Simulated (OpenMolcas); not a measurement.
# How basis sets differ on CH3BNO− (SMILES N#C[BH2-]O)

CH3BNO−: 7 atoms, total charge -1, spin state singlet. SMILES: `N#C[BH2-]O`. The coordinates come from a GFN2-xTB relaxation. This is one conformer, not always the lowest.

Each level gives the HOMO–LUMO gap (eV). The values are calculated.

| level | kind | program | value (eV) | CPU time |
| --- | --- | --- | --- | --- |
| HF/STO-3G | Hartree–Fock | OpenMolcas | 18.50 | 2 s |
| HF/3-21G | Hartree–Fock | OpenMolcas | 15.88 | 2.3 s |
| HF/cc-pVDZ | Hartree–Fock | OpenMolcas | 15.17 | 5.3 s |
| HF/def2-SVP | Hartree–Fock | OpenMolcas | 15.16 | 5.1 s |

Sets without diffuse functions describe the anion poorly. The values span 15.16 to 18.50 eV. A Hartree–Fock LUMO above zero doesn't converge with the basis: it sinks as sets grow more diffuse. Orbital gaps aren't excitation energies. Times are those of the runs behind each value, whatever else they computed, on shared processors of several kinds: orders of magnitude only.
